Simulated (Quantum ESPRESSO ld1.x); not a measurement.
Question: B4+, configuration 1s1 (the NIST ground configuration). Method: non-relativistic Kohn-Sham, LDA (Slater exchange, VWN5 correlation), spin-polarised, spherical densities, point nucleus; open shells are filled with parallel spins first; computed with ld1.x of Quantum ESPRESSO 7.5. Some entries of the table are withheld. Estimate them.

orbital  occ.  eigenvalue (hartree)  <1/r> (bohr^-1)
1s up       1              -11.2201            4.958
1s down     0               -9.7902            4.692
2s up       0                   (1)            1.156
2p up       0                   (2)              (3)
2s down     0                   (4)            1.099
2p down     0                   (5)              (6)

Answer: 
(1) 2s up eigenvalue (hartree): -2.3679
(2) 2p up eigenvalue (hartree): -2.2854
(3) 2p up <1/r> (bohr^-1): 1.154
(4) 2s down eigenvalue (hartree): -2.2261
(5) 2p down eigenvalue (hartree): -2.1247
(6) 2p down <1/r> (bohr^-1): 1.059
